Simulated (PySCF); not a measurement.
PySCF input (TPSS/def2-TZVPD):

```python
from pyscf import gto, scf, dft

mol = gto.M(
    atom='''
    In   -0.00000000   -0.00000000   -0.31203525
    F     0.00000000    0.00000000    1.69885860
    ''',
    basis='def2-tzvpd',
    ecp='def2-tzvp',
    charge=0,
    spin=0,
    verbose=4,
)

mf = dft.RKS(mol, xc='tpss').density_fit(auxbasis='def2-universal-jkfit')
mf.grids.level = 3
mf.conv_tol = 1e-9
mf.max_cycle = 100
mf.max_memory = 1500
mf.kernel()
if not mf.converged:
    mf = mf.newton()
    mf.kernel(mf.make_rdm1())
mf.analyze()
```

End of the output:

```
Extra cycle  E= -290.016169149703  delta_E= 2.22e-10  |g|= 3.85e-05  |ddm|= 3.24e-05
converged SCF energy = -290.016169149703
**** SCF Summaries ****
Total Energy =                        -290.016169149702932
Nuclear Repulsion Energy =              49.736336338131423
One-electron Energy =                 -574.575524712865786
Two-electron Energy =                  234.823019225031459
Two-electron Coulomb Energy =          261.936410485795818
DFT Exchange-Correlation Energy =      -27.113391260764359
HOMO-LUMO gap [eV] =                     4.397494262924312
**** MO energy ****
MO #1   energy= -24.3184111957346  occ= 2
MO #2   energy= -4.50796473127536  occ= 2
MO #3   energy= -2.94295053794414  occ= 2
MO #4   energy= -2.94295053794413  occ= 2
MO #5   energy= -2.93338530977446  occ= 2
MO #6   energy= -0.996190248285288 occ= 2
MO #7   energy= -0.689980934975438 occ= 2
MO #8   energy= -0.689980785388838 occ= 2
MO #9   energy= -0.682390717486259 occ= 2
MO #10  energy= -0.682390717486254 occ= 2
MO #11  energy= -0.677384242677361 occ= 2
MO #12  energy= -0.352157360568334 occ= 2
MO #13  energy= -0.284496146203393 occ= 2
MO #14  energy= -0.284496146203345 occ= 2
MO #15  energy= -0.240656898024085 occ= 2
MO #16  energy= -0.0790519632481711 occ= 0
MO #17  energy= -0.0790519632481547 occ= 0
MO #18  energy= -0.0187115582348696 occ= 0
MO #19  energy= 0.0068537184805173 occ= 0
MO #20  energy= 0.0513764385397418 occ= 0
MO #21  energy= 0.051376449049371  occ= 0
MO #22  energy= 0.0582698836704714 occ= 0
MO #23  energy= 0.0582698836704778 occ= 0
MO #24  energy= 0.0648695705851424 occ= 0
MO #25  energy= 0.0708436926308298 occ= 0
MO #26  energy= 0.0708436926308389 occ= 0
MO #27  energy= 0.0989566337785384 occ= 0
MO #28  energy= 0.166659677514759  occ= 0
MO #29  energy= 0.18897793841986   occ= 0
MO #30  energy= 0.188977938419892  occ= 0
MO #31  energy= 0.225071040089579  occ= 0
MO #32  energy= 0.225071376256462  occ= 0
MO #33  energy= 0.24044655890891   occ= 0
MO #34  energy= 0.243437389717721  occ= 0
MO #35  energy= 0.243437389717733  occ= 0
MO #36  energy= 0.278048429696334  occ= 0
MO #37  energy= 0.353947356302523  occ= 0
MO #38  energy= 0.48744250384872   occ= 0
MO #39  energy= 0.487442503848747  occ= 0
MO #40  energy= 0.487843286140089  occ= 0
MO #41  energy= 0.487846189585719  occ= 0
MO #42  energy= 0.546627144059219  occ= 0
MO #43  energy= 0.62009835690524   occ= 0
MO #44  energy= 0.620098356905263  occ= 0
MO #45  energy= 0.671945215986186  occ= 0
MO #46  energy= 0.671945215986205  occ= 0
MO #47  energy= 0.684976524105716  occ= 0
MO #48  energy= 0.747625386648848  occ= 0
MO #49  energy= 0.747625386648877  occ= 0
MO #50  energy= 0.770730361995391  occ= 0
MO #51  energy= 0.770731290808579  occ= 0
MO #52  energy= 0.918652570303013  occ= 0
MO #53  energy= 0.929500916928652  occ= 0
MO #54  energy= 0.929500916928665  occ= 0
MO #55  energy= 0.984426759829145  occ= 0
MO #56  energy= 0.984427043422483  occ= 0
MO #57  energy= 1.02404117006722   occ= 0
MO #58  energy= 1.09318356764446   occ= 0
MO #59  energy= 1.13761439191081   occ= 0
MO #60  energy= 1.13761439191086   occ= 0
MO #61  energy= 1.37839662209997   occ= 0
MO #62  energy= 2.1207284717812    occ= 0
MO #63  energy= 2.12072847178124   occ= 0
MO #64  energy= 2.15760633837902   occ= 0
MO #65  energy= 2.15760672680503   occ= 0
MO #66  energy= 2.21510587577252   occ= 0
MO #67  energy= 2.24804813786208   occ= 0
MO #68  energy= 2.2480481378621    occ= 0
MO #69  energy= 2.26092699828948   occ= 0
MO #70  energy= 2.26092923105096   occ= 0
MO #71  energy= 2.32428191338393   occ= 0
MO #72  energy= 2.32428191338396   occ= 0
MO #73  energy= 2.48166360999873   occ= 0
MO #74  energy= 2.96290503988651   occ= 0
MO #75  energy= 3.37409016846642   occ= 0
MO #76  energy= 3.37409016846643   occ= 0
MO #77  energy= 3.60690932817779   occ= 0
MO #78  energy= 4.07196813313648   occ= 0
MO #79  energy= 6.94474442985865   occ= 0
MO #80  energy= 6.94493404516221   occ= 0
MO #81  energy= 6.94764110970491   occ= 0
MO #82  energy= 6.94764110970496   occ= 0
MO #83  energy= 6.98511797309868   occ= 0
MO #84  energy= 6.98511797309874   occ= 0
MO #85  energy= 7.05925793264263   occ= 0
MO #86  energy= 8.45421618987865   occ= 0
MO #87  energy= 8.45476154990285   occ= 0
MO #88  energy= 8.49642430444418   occ= 0
MO #89  energy= 8.49642430444419   occ= 0
MO #90  energy= 8.67904015027339   occ= 0
MO #91  energy= 37.6304662078341   occ= 0
MO #92  energy= 38.697792188961    occ= 0
MO #93  energy= 38.697792188961    occ= 0
MO #94  energy= 39.0610733119232   occ= 0
MO #95  energy= 56.9006902917372   occ= 0
MO #96  energy= 125.073274397279   occ= 0
 ** Mulliken pop on meta-lowdin orthogonal AOs  **
 ** Mulliken pop  **
pop of  0 In 4s           1.80836
pop of  0 In 5s           1.92130
pop of  0 In 6s           0.01322
pop of  0 In 7s           0.00926
pop of  0 In 8s           0.01846
pop of  0 In 9s           0.03040
pop of  0 In 10s          0.06107
pop of  0 In 4px          0.00715
pop of  0 In 4py          0.25272
pop of  0 In 4pz          0.25272
pop of  0 In 5px          1.75210
pop of  0 In 5py          1.74740
pop of  0 In 5pz          1.74740
pop of  0 In 6px          0.11184
pop of  0 In 6py          0.02342
pop of  0 In 6pz          0.02342
pop of  0 In 7px          0.13405
pop of  0 In 7py          0.00183
pop of  0 In 7pz          0.00183
pop of  0 In 8px          0.07980
pop of  0 In 8py          0.00030
pop of  0 In 8pz          0.00030
pop of  0 In 4dxy         1.34213
pop of  0 In 4dyz         1.37690
pop of  0 In 4dz^2        1.34213
pop of  0 In 4dxz         1.33518
pop of  0 In 4dx2-y2      1.99881
pop of  0 In 5dxy         0.25521
pop of  0 In 5dyz         0.23126
pop of  0 In 5dz^2        0.25521
pop of  0 In 5dxz         0.27372
pop of  0 In 5dx2-y2      0.00037
pop of  0 In 6dxy         0.33917
pop of  0 In 6dyz         0.30732
pop of  0 In 6dz^2        0.33917
pop of  0 In 6dxz         0.36435
pop of  0 In 6dx2-y2      0.00072
pop of  0 In 7dxy         0.03438
pop of  0 In 7dyz         0.03137
pop of  0 In 7dz^2        0.03438
pop of  0 In 7dxz         0.02531
pop of  0 In 7dx2-y2      0.00008
pop of  0 In 4f-3         0.00000
pop of  0 In 4f-2         0.00000
pop of  0 In 4f-1         0.00026
pop of  0 In 4f+0         0.00061
pop of  0 In 4f+1         0.00026
pop of  0 In 4f+2         0.00001
pop of  0 In 4f+3         0.00000
pop of  0 In 5f-3         0.00000
pop of  0 In 5f-2         0.00000
pop of  0 In 5f-1         0.00155
pop of  0 In 5f+0         0.00345
pop of  0 In 5f+1         0.00155
pop of  0 In 5f+2         0.00001
pop of  0 In 5f+3         0.00000
pop of  1 F 1s            1.99997
pop of  1 F 2s            1.99385
pop of  1 F 3s            0.04498
pop of  1 F 4s            0.01658
pop of  1 F 5s            0.00788
pop of  1 F 6s            0.00518
pop of  1 F 2px           1.95755
pop of  1 F 2py           1.95755
pop of  1 F 2pz           1.89597
pop of  1 F 3px           0.01438
pop of  1 F 3py           0.01438
pop of  1 F 3pz           0.04390
pop of  1 F 4px           0.00043
pop of  1 F 4py           0.00043
pop of  1 F 4pz           0.02327
pop of  1 F 5px           0.00142
pop of  1 F 5py           0.00142
pop of  1 F 5pz           0.02181
pop of  1 F 3dxy          0.00000
pop of  1 F 3dyz          0.00580
pop of  1 F 3dz^2         0.01658
pop of  1 F 3dxz          0.00580
pop of  1 F 3dx2-y2       0.00007
pop of  1 F 4dxy          0.00000
pop of  1 F 4dyz          0.01130
pop of  1 F 4dz^2         0.01904
pop of  1 F 4dxz          0.01130
pop of  1 F 4dx2-y2       0.00041
pop of  1 F 5dxy          0.00000
pop of  1 F 5dyz          0.01045
pop of  1 F 5dz^2         0.01261
pop of  1 F 5dxz          0.01045
pop of  1 F 5dx2-y2       0.00093
pop of  1 F 4f-3          0.00000
pop of  1 F 4f-2          0.00000
pop of  1 F 4f-1          0.00029
pop of  1 F 4f+0          0.00048
pop of  1 F 4f+1          0.00029
pop of  1 F 4f+2          0.00001
pop of  1 F 4f+3          0.00000
 ** Mulliken atomic charges  **
charge of    0In =      1.10676
charge of    1F =     -1.10676
Dipole moment(X, Y, Z, Debye):  0.00000, -0.00000, -3.20916
```
